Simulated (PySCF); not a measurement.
Gas-phase XPS of `B[NH][GeH2][CH2][GeH3]`, computed

Compound: CH₁₀BGe₂N.
Z-matrix (Å and degrees, PBE0-D3(BJ)/def2-SVP geometry), rows numbered from 1:
```
B 
N   1  1.3945
Ge  2  1.8633  1  125.59
C   3  1.9454  2  109.17  1   -43.51
Ge  4  1.9591  3  114.55  2   -50.11
H   1  1.2118  2  120.13  3  -179.88
H   1  1.2142  2  119.31  3     0.08
H   2  1.0152  1  118.18  3   179.49
H   3  1.5419  2  105.88  1  -163.17
H   3  1.5418  2  109.15  1    78.82
H   4  1.1008  3  109.22  2    72.52
H   4  1.1021  3  107.74  2  -171.12
H   5  1.5368  4  110.88  3    67.30
H   5  1.5417  4  109.54  3   -53.03
H   5  1.5414  4  109.58  3  -172.31
```

Method: delta-SCF UKS SCAN, pcX-2 on the ionised atom, pcseg-1 elsewhere, spin-free X2C (PySCF 2.14.0). Each binding energy is the total energy of the core-ionised species, with the hole localised on one atom, minus that of the ground state; both are solved self-consistently, so orbital relaxation is included.

Question: What binding energy does each computed site have?

Answer: 
```json
{"atom(s)": "N2", "bonded to": "H, B and Ge", "level": "N 1s", "binding energy (eV)": "404.44", "count": "1"}
{"atom(s)": "C4", "bonded to": "2 H and 2 Ge", "level": "C 1s", "binding energy (eV)": "290.10", "count": "1"}
{"atom(s)": "B1", "bonded to": "N and 2 H", "level": "B 1s", "binding energy (eV)": "195.29", "count": "1"}
```

Question: Which effective nuclear charge Zeff reproduces each element's mean 1s value in the hydrogen-like formula E = 13.606 eV × Zeff²?

Answer: B (Z = 5): mean 195.3 eV, Zeff = 3.79, Z − Zeff = 1.21; C (Z = 6): mean 290.1 eV, Zeff = 4.62, Z − Zeff = 1.38; N (Z = 7): mean 404.4 eV, Zeff = 5.45, Z − Zeff = 1.55. Means run over the listed sites, weighted by atom count.

Question: Give the binding energy of N 1s of N2 (atom 2) in hartree and in kJ/mol.

Answer: 404.44 eV = 14.8629 Eh = 39023 kJ/mol.

Spin contamination (⟨S²⟩ against 0.75 for a pure doublet) is marked for B 1s of B1 (0.91), which makes this value less certain. No level of germanium is listed. The structure is a single PBE0-D3(BJ)/def2-SVP conformer in the gas phase; no vibrational or solvent corrections.
